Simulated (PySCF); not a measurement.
C5H5F, SMILES FC1=CC=CC1.

Geometry optimised at B3LYP-D3(BJ)/def2-SVP. Other conformers were not sampled.

Calculation: ωB97X/def2-TZVP in PySCF.

Symmetry labels are those of the subgroup Cs that the program uses (full group Cs).

Computed valence orbital energies around the gap with their symmetry:
```json
[
 {"orbital": "HOMO−7", "symmetry": "A'", "energy (eV)": "-15.60"},
 {"orbital": "HOMO−6", "symmetry": "A'", "energy (eV)": "-14.86"},
 {"orbital": "HOMO−5", "symmetry": "A\"", "energy (eV)": "-14.70"},
 {"orbital": "HOMO−4", "symmetry": "A'", "energy (eV)": "-13.56"},
 {"orbital": "HOMO−3", "symmetry": "A'", "energy (eV)": "-13.06"},
 {"orbital": "HOMO−2", "symmetry": "A'", "energy (eV)": "-12.29"},
 {"orbital": "HOMO−1", "symmetry": "A\"", "energy (eV)": "-11.19"},
 {"orbital": "HOMO", "symmetry": "A\"", "energy (eV)": "-8.56"},
 {"orbital": "LUMO", "symmetry": "A\"", "energy (eV)": "1.55"},
 {"orbital": "LUMO+1", "symmetry": "A'", "energy (eV)": "3.63"},
 {"orbital": "LUMO+2", "symmetry": "A\"", "energy (eV)": "4.09"},
 {"orbital": "LUMO+3", "symmetry": "A'", "energy (eV)": "4.12"}
]
```
